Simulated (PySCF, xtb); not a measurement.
As2H6Si, SMILES [AsH2][SiH2][AsH2].

Harmonic wavenumbers (cm⁻¹) from GFN2-xTB in xtb at its own minimum, in rising order: 56, 86, 90, 294, 322, 393, 519, 569, 653, 678, 694, 706, 799, 1003, 1008, 1870, 1875, 1894, 1898, 2115, 2117.

Task: What does PBE-D3(BJ)/def2-SVP in PySCF give at its own minimum? (An estimate is asked for; the answer gives what the named calculation found.)

Result: 90, 107, 130, 284, 324, 388, 509, 521, 614, 685, 749, 771, 875, 948, 952, 2117, 2119, 2133, 2135, 2141, 2158. Paired by order, the mean absolute difference is 74 cm⁻¹ and the zero-point energies are 28.1 and 29.7 kcal/mol.
